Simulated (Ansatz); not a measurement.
`NC(N)S` and `NC(S)N[SiH3]` differ in one atom or group.

Ansatz, PBE0-D4/def2-TZVP geometries, multiplicity 1. Each molecule was computed in one conformer, which needn't be the lowest.

```tsv
property	`NC(N)S`
HOMO energy (PBE/def2-TZVPP) / eV	-5.49
HOMO–LUMO gap (PBE0/def2-TZVPP) / eV	7.09
HOMO–LUMO gap (PBE/def2-TZVPP) / eV	4.87
LUMO energy (PBE/def2-TZVPP) / eV	-0.62
zero-point energy (PBE0-D4/def2-TZVP) / kJ/mol	215.2
LUMO energy (B3LYP/def2-TZVPP) / eV	-0.01
```

Give the same properties after the change, and the shifts. (An estimate is asked.)

The calculation gave: 
| property | `NC(S)N[SiH3]` | shift |
| --- | --- | --- |
| HOMO energy (PBE/def2-TZVPP) / eV | -5.50 | -0.01 |
| HOMO–LUMO gap (PBE0/def2-TZVPP) / eV | 7.00 | -0.09 |
| HOMO–LUMO gap (PBE/def2-TZVPP) / eV | 4.84 | -0.03 |
| LUMO energy (PBE/def2-TZVPP) / eV | -0.66 | -0.04 |
| zero-point energy (PBE0-D4/def2-TZVP) / kJ/mol | 253.6 | 38.4 |
| LUMO energy (B3LYP/def2-TZVPP) / eV | -0.02 | -0.01 |

The zero-point energy changes by 38.4 kJ/mol with +9 modes.

B3LYP here is the variant with VWN-RPA as its local correlation; programs differ in this.
